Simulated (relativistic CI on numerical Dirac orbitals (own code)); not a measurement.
## V⁴⁺ in a cubic cluster: 2p photoemission with charge transfer

Computed with a charge-transfer multiplet model of a cubic metal-ligand cluster with up to 2 ligand holes, Slater and spin-orbit integrals from Dirac-Coulomb-Breit ions, Slater integrals scaled by 0.9. The ground state mixes d1 with configurations of k ligand holes L, whose averages lie at kΔ + k(k − 1)U_dd/2; a core hole lowers each added d electron by U_cd. 300 K, Lorentzian 0.6 eV and Gaussian 0.8 eV FWHM.

Atomic integrals in eV (Slater integrals scaled, ζ unscaled), ground: F2dd 9.064, F4dd 5.680, zeta_d 0.029; with the core hole: F2dd 9.064, F4dd 5.680, zeta_d 0.047, zeta_core 4.606, F2cd 6.737, G1cd 5.189, G3cd 2.951. Where a configuration has fewer than two d electrons, the dd integrals are those of d2.

Cluster parameters (eV): Δ = 1.5, U_dd = 6.2, 10Dq = 1.15, 10Dq(ligand) = 0.6, V(eg) = 2.85, V(t2g) = -1.48, final-state hopping factor = 0.8.

```tsv
Case	n_d	d1	d2L	d3L2	S
U_cd = 6.5 eV	1.80	0.34	0.53	0.13	0.50
U_cd = 7.7 eV	1.80	0.34	0.53	0.13	0.50
U_cd = 9.5 eV	1.80	0.34	0.53	0.13	0.50
```

Weights, n_d and S are thermal averages at 300 K. Binding energies count from the first peak over 30 % of the highest in each spectrum, which can be another peak from case to case. The parameters are a model scan and need not match a compound or its usual spin state. Peaks in eV (height, largest 100):
- U_cd = 6.5 eV: 0.0 (100), 3.7 (14), 8.1 (39), 11.1 (18), 19.0 (5)
- U_cd = 7.7 eV: 0.0 (100), 3.5 (15), 8.1 (40), 11.3 (20), 19.3 (8)
- U_cd = 9.5 eV: 0.0 (100), 3.3 (17), 8.2 (41), 11.9 (24), 20.1 (11), 23.0 (6)

For the case U_cd = 7.7 eV, Δ = 1.5 eV is smaller than U_dd = 6.2 eV, the charge-transfer side of the Zaanen-Sawatzky-Allen scheme. With the core hole the configuration with one ligand hole lies at Δ − U_cd = -5.0, -6.2, -8.0 eV from the one without, in the order of the table; where this is negative the screened configuration lies lower, though the effective hopping of about 5.0 eV (from the holes of the mixed ground state) mixes the two strongly wherever it is as large as the gap.

With at most 2 ligand holes the space is cut while the next configuration still counts, so covalency is underestimated, and a final configuration with one more ligand hole, which can lie low, is missing from the spectra.
